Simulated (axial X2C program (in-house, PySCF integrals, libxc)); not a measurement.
Which molecule has these constants?

All values come from calculations with an in-house all-electron X2C program for linear molecules (integrals from PySCF), spin-free (one-electron X2C) or two-component (2c: spin–orbit coupling with atomic mean-field Coulomb and Gaunt terms, which also bring small scalar terms), in Dyall basis sets with cores contracted in-house; open shells are unrestricted.

A two-component PBE0 calculation in a Dyall 3-zeta basis gave Re = 2.294 Å, ωe = 480.8 cm⁻¹, dipole magnitude 7.55 D, Ω = 0.

Question: Which molecule is it?
A. YS
B. YP
C. NaY
D. AlY
E. YSi

Answer: B. The others have YS 2.265 Å and 502.6 cm⁻¹ (Ω = 1/2); YSi 2.660 Å and 313.0 cm⁻¹ (Ω = 3/2); NaY 3.606 Å and 115.0 cm⁻¹ (Ω = 1); AlY 2.804 Å and 263.5 cm⁻¹ (Ω = 1).

Each entry is the lowest single determinant of a limited PBE0 search at one distance. De goes to single-determinant-based atoms at the same level (for ions the charge split of lowest energy) and is withheld (n/a) where an atom does not fit its ground term or J level. Main or longest-lived isotopes. One determinant is a doubtful description, or other states lie close, for YP, YSi, NaY, AlY; these need not be ground states, and all values refer to the states named. Some open-shell Ω = 0 determinants are out of reach, so the Ω given for AlY need not be the lowest component. With several unpaired electrons the Ω given is that of one determinant, not necessarily of the lowest component. The functionals have no current term, which raises determinants with orbital currents. Where the atoms have a lower orbital projection than the molecule, De at mean-field level may be about a tenth of an eV too small.
